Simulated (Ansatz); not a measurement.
Reaction (atomization): `[SiH3][OH+][Al-]([Cl])([Cl])[Cl]` → Al• + 3 Cl• + 4 H• + O• + Si•

Isolated molecules relaxed with PBE0-D4/def2-TZVP in Ansatz; ΔE leaves out vibrations. CCSD(T)/CBS is the MP2 limit (def2-TZVPP, def2-QZVPP) plus CCSD(T) − MP2 in def2-TZVPP, frozen cores. This one scheme is used for every species, atoms too. Open shells (•) are unrestricted, without spin–orbit coupling. Spin–orbit coupling would lower the free atoms: a little for Al, Cl, O, Si. Each species was taken in one conformer, which may not be the lowest.

`[SiH3][OH+][Al-]([Cl])([Cl])[Cl]`:

Cartesian coordinates in Å:
```
Si -1.237 0.775 0.677
O -0.172 0.278 -0.573
Al 1.275 -0.965 -0.436
Cl 1.826 -0.633 1.576
Cl 2.501 -0.141 -1.945
Cl 0.411 -2.837 -0.830
H -2.408 1.334 -0.035
H -0.569 1.804 1.496
H -1.550 -0.459 1.416
H -0.076 0.844 -1.348
```

```tsv
species	MP2/cc-pV(D+d)Z energy (Eh)
`[SiH3][OH+][Al-]([Cl])([Cl])[Cl]`	-1987.63684
Al•	-241.90452
Cl•	-459.58400
H•	-0.49928
O•	-74.89413
Si•	-288.89571
```

**Question.** Work out ΔE.

**Answer.** ΔE = 4 × (-0.49928) + 3 × (-459.58400) + (-241.90452) + (-74.89413) + (-288.89571) − (-1987.63684) = 1.19336 Eh = +3133.2 kJ/mol. CCSD(T)/CBS gives +3370.8 kJ/mol.

Largest T1 diagnostic among the species: 0.018.

From r2SCAN to r2SCAN0 (25 % exact exchange), in def2-TZVPP and without D4, ΔE moves by −46.2 kJ/mol: exact exchange takes away binding that semilocal exchange gives to molecules. The D4 term adds +55.9 kJ/mol with B3LYP and +30.0 kJ/mol with PBE0; it sums over pairs of atoms, weighted by their polarisabilities, and B3LYP, whose exchange is more repulsive, gets the larger term. In def2-TZVPP, CCSD(T) changes the Hartree–Fock value by +708.1 kJ/mol (the triples alone add +46.4 kJ/mol) and MP2 by +792.2 kJ/mol; breaking electron pairs costs correlation energy, which Hartree–Fock lacks.

B3LYP here is the variant with VWN-RPA as its local correlation; programs differ in this.

For atomizations the MP2-based limit and the directly extrapolated one differ by several kJ/mol either way, and by 10 to 25 for some Ge, Se and Sn compounds, so smaller differences from it don't rank the levels.
